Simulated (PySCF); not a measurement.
Geometry (Å), atoms numbered from 1 in this order:
```xyz
19

N     2.4844    3.0594    0.1338
C     2.2465    1.9841   -0.2304
Si    1.8413    0.2519   -0.8062
O     3.0742   -0.7291   -0.2908
N     0.2611   -0.0464   -0.2308
C    -0.6736   -0.9465   -0.9151
C    -1.8693   -1.0438    0.0327
C    -1.8248    0.2808    0.7861
C    -0.3293    0.4791    0.9974
H     1.8767    0.1665   -2.2816
H     3.3051   -0.7087    0.6427
H    -0.9788   -0.5257   -1.8912
H    -0.2335   -1.9384   -1.1143
H    -1.7251   -1.8786    0.7380
H    -2.8150   -1.2201   -0.4997
H    -2.3919    0.2701    1.7280
H    -2.2239    1.0935    0.1575
H     0.0042   -0.0840    1.8920
H    -0.0544    1.5344    1.1544
```

Geometry: PBE0-D3(BJ)/def2-SVP; GIAO absolute shieldings from PySCF 2.14, gas phase, non-relativistic, averaged over equivalent atoms.

At CAM-B3LYP/pcSseg-1 (210 basis functions, 2.4 min wall time on 1 thread of an Intel Xeon, shared host):
```json
{"atoms": "N1", "σ (ppm)": "-98.7"}
{"atoms": "N5", "σ (ppm)": "201.5"}
{"atoms": "C2", "σ (ppm)": "54.2"}
{"atoms": "C6/C9", "σ (ppm)": "133.4"}
{"atoms": "C7/C8", "σ (ppm)": "152.3"}
{"atoms": "Si3", "σ (ppm)": "398.7"}
{"atoms": "O4", "σ (ppm)": "273.4"}
{"atoms": "H10", "σ (ppm)": "26.91"}
{"atoms": "H13/H19", "σ (ppm)": "27.95"}
{"atoms": "H12/H18", "σ (ppm)": "28.42"}
{"atoms": "H11", "σ (ppm)": "29.34"}
{"atoms": "H15/H16", "σ (ppm)": "29.57"}
{"atoms": "H14/H17", "σ (ppm)": "29.69"}
```

Task: Predict the values at PBE0/pcSseg-1 on the same geometry.

Result: 
```json
{"atoms": "N1", "σ at PBE0/pcSseg-1": "-96.0", "change": "+2.7"}
{"atoms": "N5", "σ at PBE0/pcSseg-1": "199.0", "change": "-2.5"}
{"atoms": "C2", "σ at PBE0/pcSseg-1": "57.7", "change": "+3.5"}
{"atoms": "C6/C9", "σ at PBE0/pcSseg-1": "134.9", "change": "+1.5"}
{"atoms": "C7/C8", "σ at PBE0/pcSseg-1": "154.1", "change": "+1.8"}
{"atoms": "Si3", "σ at PBE0/pcSseg-1": "406.9", "change": "+8.2"}
{"atoms": "O4", "σ at PBE0/pcSseg-1": "270.0", "change": "-3.4"}
{"atoms": "H10", "σ at PBE0/pcSseg-1": "26.73", "change": "-0.18"}
{"atoms": "H13/H19", "σ at PBE0/pcSseg-1": "27.81", "change": "-0.14"}
{"atoms": "H12/H18", "σ at PBE0/pcSseg-1": "28.30", "change": "-0.12"}
{"atoms": "H11", "σ at PBE0/pcSseg-1": "29.31", "change": "-0.03"}
{"atoms": "H15/H16", "σ at PBE0/pcSseg-1": "29.48", "change": "-0.09"}
{"atoms": "H14/H17", "σ at PBE0/pcSseg-1": "29.62", "change": "-0.07"}
```

The largest change is at Si3 (silicon bonded to C, N, O, H). Cost: 210 basis functions, 110 s wall time on 1 thread of an Intel Xeon, shared host. The order of the carbon signals is the same at both levels.
